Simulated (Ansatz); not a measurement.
Stepwise reaction of `[SH][Cd][SH]` with water, as a gas-phase model of exchange steps in deposition or etching. ΔE in kJ/mol; ΔG adds harmonic PBE0-D4 terms to CCSD(T)/CBS, at 1 bar.

Calculated with Ansatz (gas phase, PBE0-D4/def2-TZVP geometries, no zero-point term in ΔE). CBS: MP2 limit from def2 TZ/QZ plus the TZ coupled-cluster correction, frozen cores. This one scheme is used for every species. Functionals use def2-TZVPP. B3LYP here is the variant with VWN-RPA as its local correlation; programs differ in this. Elements past krypton have def2 core potentials. For Cd outer-core shells are correlated without core-valence functions, which leaves a few kJ/mol of doubt a bond. Each species was taken in one conformer, which may not be the lowest.

```json
{"step": "1", "reaction": "`[SH][Cd][SH]` + H₂O → `[OH][Cd][SH]` + H₂S", "PBE-D4": "83.5", "B3LYP-D4": "83.9", "ωB97M-V": "87.2", "CCSD(T)/CBS": "88.7", "ΔG(600 K)": "76.9"}
{"step": "2", "reaction": "`[OH][Cd][SH]` + H₂O → `[OH][Cd][OH]` + H₂S", "PBE-D4": "86.1", "B3LYP-D4": "86.3", "ωB97M-V": "90.3", "CCSD(T)/CBS": "91.9", "ΔG(600 K)": "87.0"}
```

Q: By hand: ΔE of the 2 steps together at CCSD(T)/CBS.

A: (88.7) + (91.9) = 180.6 kJ/mol, or 90.3 kJ/mol a step.

In ΔE the steps differ by no more than 3.2 kJ/mol. All are uphill at CCSD(T)/CBS. ΔG lies between 76.9 and 87.0 kJ/mol a step. PBE-D4 differs from CCSD(T)/CBS by -5.8 to -5.2 kJ/mol a step. Isolated molecules leave out the surface, adducts and barriers. Largest T1 diagnostic: 0.017.
